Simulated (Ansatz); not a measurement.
Mulliken charges of `[OH][GeH]1[CH2][SiH2]1` from ωB97M-V/def2-TZVPP in Ansatz (PBE0-D4/def2-TZVP geometry).

```tsv
atom	x (Å)	y (Å)	z (Å)	charge (e)
O1	-1.328	1.582	-1.037	-0.418
Ge2	-0.411	0.907	0.337	0.324
C3	1.177	-0.103	-0.290	-0.454
Si4	-0.022	-1.359	0.464	0.102
H5	-2.254	1.331	-1.000	0.170
H6	-0.195	1.960	1.430	0.024
H7	1.290	-0.136	-1.372	0.140
H8	2.124	0.078	0.212	0.135
H9	0.383	-2.010	1.733	-0.014
H10	-0.681	-2.300	-0.474	-0.010
```

**Question.** By hand: the dipole of these point charges (1 e Å = 4.8032 D).

**Answer.** Σ q r = (-0.034, -0.143, 0.403) e Å, of length 0.429 e Å = 2.06 D.

**Question.** How does the dipole of the full density compare? (An estimate is asked.)

**Answer.** Computed: (-0.084, -0.193, 0.177) e Å, 1.32 D; the point charges give 1.56 times that, at 30° from its direction.

Point charges leave out the atoms' own dipoles, such as those of lone pairs, and Mulliken's split depends on the basis, so the two needn't agree.
